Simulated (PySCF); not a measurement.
# A fit for the ¹⁵N shielding

GIAO PBE0/pcSseg-1 on GFN2-xTB geometries (PySCF 2.14, gas phase, non-relativistic):

```csv
SMILES,IAO charge (e) of N,σ(N) (ppm)
CO[C@@H]1C[Si@H](C#N)[SiH2][SiH2]1,-0.214,-93.9
N#C[C@@]12CO[C@@H](C1)[SiH2][SiH2]2,-0.260,-35.7
CO[Si@@H]1C[C@@H](C#N)[SiH2][SiH2]1,-0.268,-32.5
CO[C@@H]1C[C@@H](CC#N)[SiH2][SiH2]1,-0.256,-34.5
CO[C@@H]1C[C@@H](C#N)[SiH2][SiH2]1,-0.273,-28.6
COC1=C[C@H](C#N)[SiH2][SiH2]1,-0.270,-28.9
N#C[C@@H]1C[C@H](O[SiH3])[SiH2][SiH2]1,-0.266,-29.3
CO[C@@H]1[SiH2][SiH2][C@@H](C#N)[SiH2]1,-0.284,-21.7
CO[C@@H]1C[C@@H](C#N)C[SiH2]1,-0.261,-28.6
```

**Question.** Fit σ(N) as a line in the IAO charge of N. How well does it hold?

**Answer.** σ = -315.0 − 1063.5 x, with x in e; correlation -0.96, rms deviation 5.8 ppm, largest 8.8 ppm at `CO[C@@H]1C[C@@H](C#N)C[SiH2]1`. A charge says how many electrons sit at the atom, not how easily they circulate, so such a line holds only within like compounds.

**Question.** A further member, `CCO[C@@H]1C[C@@H](C#N)[SiH2][SiH2]1`, has x = -0.274. What does the line predict, and what does the calculation give?

**Answer.** The line gives -23.6 ppm; the calculation -28.5 ppm, a difference of -4.9 ppm, within the usual scatter of the fit.
